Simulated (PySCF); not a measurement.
Zn(Me) (CH3Zn), SMILES [CH3][Zn] (connectivity only; charge and spin as stated), neutral, multiplicity 2.

The structure is a stationary point at PBE-D3(BJ)/def2-TZVP. The spin state was assumed, not searched. The isomer is the one that the SMILES or the coordinates give; other isomers of the formula were not compared.

Calculation: r2SCAN/def2-TZVPD (PySCF).

Gas-phase values at a fixed geometry.

Computed frontier levels, dipole moment and polarisability:
The α spin, highest occupied and lowest empty level comes out as -4.51 and -0.99 eV. The β spin, highest occupied and lowest empty level is -7.06 and -2.67 eV and the dipole moment is 0.20 D. The quadrupole, principal values (traceless, Buckingham form, about the centre of nuclear charge) is -4.12, 2.06, 2.06 D·Å and the mean static polarisability comes out as 56.6 bohr³ (8.39 Å³). The polarisability, principal values is 49.3, 49.3, 71.2 bohr³ and the ⟨S²⟩ is 0.759 (pure state 0.75).
